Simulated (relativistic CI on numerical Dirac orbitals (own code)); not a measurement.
# Hyperfine structure of Mo XXXI, mass number 97

Method of calculation: Dirac-Coulomb-Breit CI, KLI orbitals optimised for each configuration, model QED, unscaled Slater integrals (own radial code, finite nucleus).

Configurations in the expansion (outside the closed core [Ne]): 3s², 3s3p, 3p², 3s3d, 3d², 3p3d, 3p4s, 3d4s, 3s4s, 3s4p, 3s4d, 3s4f, 3s5s, 3s5p, 3s5d, 4s². Levels of other configurations are missing.

Nuclear spin I = 5/2, μ = -0.9324 μN, Q = 0.255 b (tables of Stone and Pyykkö). The electronic factors are computed for point nuclear moments, without core polarisation or the Bohr-Weisskopf and QED corrections.

| Level | E (cm⁻¹) | A (GHz) | B (GHz) |
| --- | --- | --- | --- |
| 3s3p ³P°1 | 524299 | -122.9 | -5.68 |
| 3s3p ³P°2 | 696507 | -62.57 | 14.7 |
| 3s3p ¹P°1 | 867359 | 22 | 12.8 |
| 3p² ¹D2 | 1330527 | -23.51 | 13.8 |
| 3p² ³P1 | 1337460 | 2.459 | 7.34 |
| 3p² ³P2 | 1520107 | -17.47 | -6.06 |
| 3s3d ³D1 | 1546302 | 46.99 | 1.22 |
| 3s3d ³D2 | 1563710 | -19 | 1.92 |

Levels with J = 0, under 50 % of one LS term, or S terms without an open s electron are left out. Small factors come from cancelling terms and can be off by tens of per cent or more.

At this charge energies of transitions that change n are usually good to better than 1 %, and those within a shell (Δn = 0) to a few per cent.

(1) Give the hyperfine levels of 3s3p ³P°1 relative to its centre of gravity.

Results:

(1) With K = F(F + 1) − I(I + 1) − J(J + 1), E = AK/2 + B[¾K(K + 1) − I(I + 1)J(J + 1)]/[2I(2I − 1)J(2J − 1)]: F = 3/2: 426.3, F = 5/2: 127.5, F = 7/2: -308.8 GHz.

LS names give the leading component of a level, which can be under half, so a name can repeat, a term be missing and a line seem to break the LS rules.
